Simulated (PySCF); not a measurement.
HOSi, SMILES O=[SiH], multiplicity 2. Atoms are numbered in the order given.

```xyz
3

O      0.0825     1.0370     0.0000
Si    -0.1280    -0.4937     0.0000
H      1.1329    -1.3850     0.0000
```
Charge 0, spin multiplicity 2.

Geometry optimised at PBE-D3(BJ)/def2-TZVPD. The isomer is the one that the SMILES or the coordinates give; other isomers of the formula were not compared.

These are B3LYP/pcH-1 (PySCF) values and carry that method's errors.

Unrestricted Kohn–Sham, ⟨S²⟩ = 0.756. Hyperfine tensors hold the contact and dipolar terms, without spin-orbit corrections.

Computed hyperfine couplings:
```
nucleus     A(iso) (MHz)  A(iso) (G)  dipolar principal values (MHz)
----------  ------------  ----------  ------------------------------
17O no. 1          -14.1        -5.0              -100.5, 49.9, 50.6
29Si no. 2        -571.1      -203.8               -97.1, 38.4, 58.7
1H no. 3           464.8       165.8                 -4.3, -1.1, 5.4
```

And the g tensor (effective nuclear charges for spin-orbit coupling, GIAO)? (Estimate from the structure and the level; the computed values follow.)

principal values 1.9924, 2.0026, 2.0074; isotropic 2.0008.
